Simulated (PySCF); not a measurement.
ethynylcyclobutane (C₆H₈), SMILES C#CC1CCC1. Atoms are numbered in the order given.

```xyz
14

C      2.6857    -0.2221     0.0000
C      1.5239     0.1250     0.0000
C      0.1225     0.5106     0.0000
C     -0.8326    -0.0807     1.0835
C     -1.9325    -0.1903     0.0000
C     -0.8326    -0.0807    -1.0835
H      3.7155    -0.5243     0.0000
H      0.0460     1.6113     0.0000
H     -0.4795    -1.0682     1.4153
H     -1.0291     0.5431     1.9680
H     -2.5956     0.6888     0.0000
H     -2.5557    -1.0966     0.0000
H     -1.0291     0.5431    -1.9680
H     -0.4795    -1.0682    -1.4153
```
Charge 0, spin multiplicity 1.

Geometry optimised at B3LYP-D3(BJ)/def2-SVP.

The numbers are results of B3LYP-D3(BJ)/def2-SVP (PySCF 2.14.0), not measurements.

Harmonic, unscaled wavenumbers; measured fundamentals usually lie a few per cent lower.

Question: List the normal modes with their intensities. (The exact figures need the calculation; the answer reports its results.)

Answer: 
| mode | ν (cm⁻¹) | IR (km/mol) | Raman (Å⁴/amu) | depolarisation | moving atoms (share of kinetic energy) |
|---|---|---|---|---|---|
| 1 | 122 | 0.0 | 2.7 | 0.64 | C 59 %, H 41 % |
| 2 | 175 | 0.7 | 8.1 | 0.75 | C 74 %, H 26 % |
| 3 | 252 | 2.0 | 5.8 | 0.75 | C 63 %, H 37 % |
| 4 | 516 | 7.2 | 1.8 | 0.75 | C 82 %, H 18 % |
| 5 | 516 | 5.7 | 4.8 | 0.38 | C 84 %, H 16 % |
| 6 | 593 | 1.0 | 3.3 | 0.57 | C 59 %, H 41 % |
| 7 | 684 | 37.3 | 2.2 | 0.73 | H 77 %, C 23 % |
| 8 | 694 | 35.0 | 2.8 | 0.75 | H 76 %, C 24 % |
| 9 | 752 | 2.0 | 3.5 | 0.26 | H 67 %, C 33 % |
| 10 | 790 | 0.4 | 0.7 | 0.75 | H 82 %, C 18 % |
| 11 | 890 | 0.6 | 3.0 | 0.16 | C 60 %, H 40 % |
| 12 | 942 | 2.1 | 3.1 | 0.75 | H 51 %, C 49 % |
| 13 | 953 | 0.3 | 13.8 | 0.75 | H 55 %, C 45 % |
| 14 | 970 | 0.5 | 9.7 | 0.10 | C 68 %, H 32 % |
| 15 | 1034 | 0.1 | 2.6 | 0.75 | C 51 %, H 49 % |
| 16 | 1090 | 0.0 | 18.6 | 0.14 | C 65 %, H 35 % |
| 17 | 1117 | 1.2 | 3.4 | 0.10 | C 57 %, H 43 % |
| 18 | 1199 | 0.2 | 7.4 | 0.75 | H 73 %, C 27 % |
| 19 | 1227 | 0.1 | 7.9 | 0.65 | H 75 %, C 25 % |
| 20 | 1238 | 0.0 | 5.9 | 0.75 | H 85 %, C 15 % |
| 21 | 1249 | 0.0 | 2.0 | 0.75 | H 76 %, C 24 % |
| 22 | 1269 | 1.5 | 0.7 | 0.74 | H 65 %, C 35 % |
| 23 | 1275 | 0.5 | 5.0 | 0.75 | H 68 %, C 32 % |
| 24 | 1354 | 6.3 | 23.7 | 0.40 | H 60 %, C 40 % |
| 25 | 1453 | 1.6 | 4.3 | 0.75 | H 92 %, C 8 % |
| 26 | 1459 | 2.7 | 26.6 | 0.73 | H 92 % |
| 27 | 1487 | 0.8 | 8.1 | 0.75 | H 86 %, C 14 % |
| 28 | 2223 | 7.3 | 204.7 | 0.26 | C 91 %, H 9 % |
| 29 | 3044 | 8.7 | 107.7 | 0.27 | H 92 % |
| 30 | 3058 | 31.9 | 103.8 | 0.31 | H 95 % |
| 31 | 3063 | 52.5 | 2.9 | 0.75 | H 95 % |
| 32 | 3067 | 3.8 | 247.7 | 0.07 | H 94 % |
| 33 | 3112 | 9.0 | 89.8 | 0.51 | H 90 %, C 10 % |
| 34 | 3127 | 10.5 | 102.8 | 0.75 | H 90 %, C 10 % |
| 35 | 3133 | 45.7 | 47.5 | 0.69 | H 90 %, C 10 % |
| 36 | 3472 | 74.5 | 35.7 | 0.24 | H 86 %, C 14 % |
